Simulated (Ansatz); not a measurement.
Relaxation of HSZn (3 atoms, charge -1, multiplicity 1), to a largest force component of 0.02 eV/Å in at most 50 steps.

These are results of Ansatz, RKS PBE/def2-SVP, not measurements.

```xyz
3
Properties=species:S:1:pos:R:3
S -1.683 0.478 -0.865
Zn 0.135 -0.042 0.069
H -2.871 0.822 -1.476
```

**Question.** Where does it end, and by what steps?

**Answer.** It converged. Limits of this set-up: an anion without diffuse functions, the dipole of an ion depends on the origin. After 13 steps the energy has fallen by 0.717 eV; S1 moved furthest, 0.86 Å.

| step | energy less start (eV) | largest force component (eV/Å) | accepted |
| --- | --- | --- | --- |
| 0 | 0.0000 | 2.165 | yes |
| 1 | -0.2243 | 0.955 | yes |
| 2 | -0.3033 | 0.409 | yes |
| 3 | -0.3008 | 0.759 | no |
| 4 | -0.3155 | 0.132 | yes |
| 5 | -0.3296 | 0.158 | yes |
| 6 | -0.3817 | 0.219 | yes |
| 7 | -0.4869 | 0.503 | yes |
| 8 | -0.5462 | 1.205 | yes |
| 9 | -0.6548 | 0.837 | yes |
| 10 | -0.6920 | 0.155 | yes |
| 11 | -0.7119 | 0.363 | yes |
| 12 | -0.7165 | 0.065 | yes |
| 13 | -0.7167 | 0.018 | yes |

```xyz
3
Properties=species:S:1:pos:R:3
S -2.107 -0.224 -1.141
Zn -0.004 0.355 0.022
H -2.307 1.127 -1.154
```

Whether the end is a true minimum wasn't checked by a vibrational analysis.

The run took 16 s on 1 thread of Arm Neoverse V1, with other jobs on the host, peak memory 0.21 GiB.
